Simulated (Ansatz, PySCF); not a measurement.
Molecule: sum formula InO2H2, net charge 0, doublet state. It need not be the lowest isomer of its formula. 
Structure (B3LYP-D3(BJ)/def2-TZVP (Ansatz, an electronic-structure program) minimum search):
```xyz
5

In     0.1447     0.0755     0.2603
O      1.0472     0.3625    -1.5304
H      0.4543     0.0725    -2.2372
O     -1.7196    -0.7253     0.0980
H     -2.1680    -0.8705     0.9393
```
Charge 0, spin multiplicity 2.

Dipole moments at this geometry, in debye (magnitudes).

| level | program | dipole (D) |
|---|---|---|
| PBE/def2-TZVPD | PySCF | 2.22 |
| revPBE/def2-TZVPD | Ansatz | 2.23 |
| BP86/def2-TZVPD | PySCF | 2.21 |
| TPSS/def2-TZVPD | PySCF | 2.25 |
| B97M-V/def2-TZVPD | Ansatz | 2.35 |
| B3LYP/def2-TZVPD | Ansatz | 2.47 |
| BHLYP/def2-TZVPD | Ansatz | 2.72 |
| TPSSh/def2-TZVPD | PySCF | 2.34 |
| r2SCANh/def2-TZVPD | Ansatz | 2.41 |
| HSE06/def2-TZVPD | Ansatz | 2.45 |
| CAM-B3LYP/def2-TZVPD | Ansatz | 2.59 |
| wB97X-V/def2-TZVPD | Ansatz | 2.56 |
| CCSD(T)/def2-SVPD | Ansatz | 2.63 |
